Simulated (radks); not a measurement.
Values are calculated unless marked as measured or tabulated.
Ionisation of neutral erbium, [Xe] 4f12 6s2, to [Xe] 4f12 6s1 as the strength of local exchange is varied. Level of theory: scalar-relativistic Kohn-Sham, Slater X-alpha exchange (alpha = 2/3 is LDA exchange), no correlation, spin-polarised, spherical densities, point nucleus; open shells are filled with parallel spins first (spin-orbit coupling, left out, can overturn this in heavy ions) (a radial shooting solver on a logarithmic mesh with Libxc functionals).

\begin{tabular}{lrrrrr}
alpha & E(Er) (hartree) & exchange (hartree) & IE (eV) & -e of the level emptied (eV) & <r> of it (bohr) \\ \hline
0.667 & -13071.3868 & -262.5524 & 5.315 & 3.135 (6s) & 4.094 \\
0.715 & -13090.3758 & -281.9039 & 5.510 & 3.343 (6s) & 4.041 \\
0.821 & -13132.4185 & -324.8490 & 5.964 & 3.829 (6s) & 3.927 \\
0.844 & -13141.5607 & -334.2054 & 6.065 & 3.939 (6s) & 3.902 \\
0.889 & -13159.4678 & -352.5509 & 6.268 & 4.159 (6s) & 3.856 \\
0.932 & -13176.6040 & -370.1295 & 6.466 & 4.374 (6s) & 3.812 \\
\end{tabular}

NIST Atomic Spectra Database: 6.108 eV (measured). The Delta-SCF value meets it near alpha = 0.85. Open shells are spherical and high-spin; term and fine-structure splittings are not resolved. Spin-orbit splitting is averaged out at the scalar-relativistic level.
